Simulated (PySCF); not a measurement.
Correlation energy of Nd(30+) (neodymium, charge +30)

Starting occupation: [Ar] 3d10 4s2. Calculation: PySCF 2.14, in an uncontracted even-tempered set (19 s from 1.1 bohr⁻², ratio 2.6; 15 p from 1.5 bohr⁻², ratio 2.6; 10 d from 1.5 bohr⁻², ratio 2.6; 6 f from 1.5 bohr⁻², ratio 2.8); X2C-1e with screened-nucleus spin-orbit coupling, Gaussian nucleus. Frozen: [Ar]; 12 electrons correlated; the 94 highest virtual spinors left out.

MP2 pair energies summed by pair of shells (mhartree):

```tsv
pair	energy	share (%)
3d3/2-3d5/2	-187.62	36.0
3d5/2-3d5/2	-132.15	25.4
4s1/2-4s1/2	-57.71	11.1
3d3/2-3d3/2	-56.88	10.9
3d5/2-4s1/2	-52.18	10.0
3d3/2-4s1/2	-34.03	6.5
```

Total MP2 correlation energy: -520.57 mhartree.

The virtual space was cut to 68 spinors, which keep -499.23 of the -520.57 mhartree of MP2 correlation.

```tsv
level	correlation energy (mhartree)
CCSD	-497.90
(T)	-0.99
CCSD(T)	-498.89
```

Diagnostics: T1 = 0.00026, largest double amplitude 0.067.

Cost of the coupled-cluster step: 120 s of wall time on 1 thread of Neoverse-V1 (shared host), for 12 occupied and 68 virtual spinors.

Iterations:

```
Init t2, MP2 energy = -0.499233843990145
CCSD nocc = 12, nmo = 80
Init t2, MP2 energy = -0.499233843990145
Init E_corr(GCCSD) = -0.499233843990145
cycle = 1  E_corr(GCCSD) = -0.495436044242648  dE = 0.00379779975  norm(t1,t2) = 0.0132185
cycle = 2  E_corr(GCCSD) = -0.49732004349008  dE = -0.00188399925  norm(t1,t2) = 0.00396703
cycle = 3  E_corr(GCCSD) = -0.497902118072914  dE = -0.000582074583  norm(t1,t2) = 0.00126107
cycle = 4  E_corr(GCCSD) = -0.497903988277747  dE = -1.87020483e-06  norm(t1,t2) = 8.00429e-05
cycle = 5  E_corr(GCCSD) = -0.497901027143677  dE = 2.96113407e-06  norm(t1,t2) = 4.12593e-06
cycle = 6  E_corr(GCCSD) = -0.497901327129585  dE = -2.99985908e-07  norm(t1,t2) = 2.08205e-07
cycle = 7  E_corr(GCCSD) = -0.497901326235333  dE = 8.9425195e-10  norm(t1,t2) = 4.44854e-09
GCCSD converged
E(GCCSD) = -9151.783349048719  E_corr = -0.4979013262353331
```

The coupled-cluster values are those of the cut space; adding the MP2 remainder, -21.34 mhartree, estimates the full space.

At this charge the one-electron X2C treatment keeps the bare 1/r₁₂, with no two-electron picture change or Breit term. The effect here is smaller than on the frozen 1s shell.
